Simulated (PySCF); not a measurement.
HSE06 on As (arsenic, neutral), [Ar] 3d10 4s2 4p2 4d1, one real determinant (an excited configuration). All numbers are calculated (PySCF 2.14, the spin-free X2C one-electron Hamiltonian (Gaussian nucleus), in aug-cc-pVTZ-DK (7s6p4d2f, 59 functions)).

```
cycle= 1 E= -2260.12467726291  delta_E= -0.00662  |g|= 0.0903  |ddm|= 0.389
cycle= 2 E= -2260.12518151621  delta_E= -0.000504  |g|= 0.0643  |ddm|= 0.178
cycle= 3 E= -2260.12586515706  delta_E= -0.000684  |g|= 0.0025  |ddm|= 0.0578
cycle= 4 E= -2260.12586714141  delta_E= -1.98e-06  |g|= 0.000158  |ddm|= 0.00696
cycle= 5 E= -2260.12586714264  delta_E= -1.23e-09  |g|= 2.54e-05  |ddm|= 0.00161
cycle= 6 E= -2260.12586714092  delta_E= 1.72e-09  |g|= 3.14e-06  |ddm|= 0.000393
cycle= 7 E= -2260.12586714089  delta_E= 2.68e-11  |g|= 2.02e-07  |ddm|= 5.13e-05
converged SCF energy = -2260.12586714089  <S^2> = 3.7513615  2S+1 = 4.0006807
```

Highest occupied orbital energy: 0.450 eV; ⟨L²⟩ = 7.98; populations by l: s 8.00, p 14.00, d 11.00, f 0.00.

**Question.** Can this result be used?

**Answer.** Not for this state. The run converged. ⟨L²⟩ = 7.98 against 12 for a pure F term, so this real determinant mixes terms. The outer electron is Rydberg-like, and this basis confines it to a smaller radius and binds it less than a complete one would. At HSE06 the highest occupied level has a positive energy, so only the finite basis holds that electron; for this excited configuration the basis is too tight for the outer shell.
